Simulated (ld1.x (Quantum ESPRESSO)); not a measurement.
**Ga: one change to a PAW potential, before and after**

- Element: gallium
- Generator: ld1.x (Quantum ESPRESSO) 7.5
- Type: PAW
- Functional: PBE
- Relativity: scalar-relativistic
- Frozen core: [Ar]
- Valence charge: 13
- Reference configuration: 3d10 4s2 4p1
- Partial waves: 4s (bound): rcut 1.95, rcutus 2.05 bohr; 4s channel at 2.35 Ry: rcut 1.95, rcutus 2.05 bohr; 4p (bound): rcut 1.95, rcutus 2.50 bohr; 4p channel at 0.4 Ry: rcut 1.95, rcutus 2.50 bohr; 3d (bound): rcut 1.20, rcutus 1.50 bohr; 3d channel at -0.9 Ry: rcut 1.20, rcutus 1.50 bohr; 4f channel at 0.2 Ry: rcut 1.55, rcutus 2.10 bohr; 4f channel at 1.75 Ry: rcut 1.55, rcutus 2.10 bohr
- Local potential: all-electron potential smoothed inside 1.85 bohr (lloc = -1)
- Core correction: a·sin(br)/r model core, default radius (ld1.x builds one for every PAW set, though the input has nlcc=.false.)
- Augmentation charge: GAUSS, radius 1.15 bohr

Change: augmentation BESSEL, radius 1.35 bohr.

Cutoffs: the cutoffs (Ry, on a coarse ladder) from which the occupation-weighted sum of valence levels, in a spherical-Bessel basis at the reference potential, stays within 10 and 1 mRy of its value at 400 Ry; they do not see the model core or the augmentation charge, which bear on the density cutoff. Errors are all-electron minus pseudo energies relative to the spin-unpolarised reference configuration.

Problem. Predict the effect on cutoff, ghosts and configuration errors.

Solution. The potential gets neither clearly harder nor softer (50 Ry and 80 Ry → 50 Ry and 80 Ry); of the 7 tests that both files solve, the error grows in 2 and shrinks in 1 by more than 15 % and 0.3 meV (median size 2.0 → 1.2 meV); neither file shows a bound ghost.

| quantity | base | changed |
| --- | --- | --- |
| cutoff, loose | 50 Ry | 50 Ry |
| cutoff, tight | 80 Ry | 80 Ry |
| bound ghosts | none | none |
| error for 3d10 4s2 4p0, meV [ΔE 5.69 eV] | 0.0 | -0.1 |
| error for 3d10 4s1 4p0, meV [ΔE 26.82 eV] | +2.0 | -0.5 |
| error for 3d10 4s0 4p0, meV [ΔE 58.09 eV] | +4.5 | -6.9 |
| error for 3d9 4s2 4p1, meV [ΔE 27.70 eV] | -194 | -218 |
| error for 3d10 4s1 4p2, meV [ΔE 6.54 eV] | -1.0 | -1.2 |
| error for 3d10 4s2 4p1.3, meV [ΔE -0.53 eV] | +0.1 | +0.1 |
| error for 3d9 4s2 4p2, meV [ΔE 20.32 eV] | -171 | -198 |
| s: phases at 2.71 bohr within 0.05 rad from the reference energy up to (Ry; the scan ends near 5) | to the end of the scan | to the end of the scan |
| p: phases at 2.71 bohr within 0.05 rad from the reference energy up to (Ry; the scan ends near 5) | 3.5 | 3.5 |
| d: phases at 2.71 bohr within 0.05 rad from the reference energy up to (Ry; the scan ends near 5) | to the end of the scan | to the end of the scan |
| f: phases at 2.71 bohr within 0.05 rad from the reference energy up to (Ry; the scan ends near 5) | to the end of the scan | to the end of the scan |
| lowest overlap eigenvalue by channel | s 0.44, p 0.69, d 1.00, f 0.95 | s 0.44, p 0.69, d 1.00, f 0.95 |
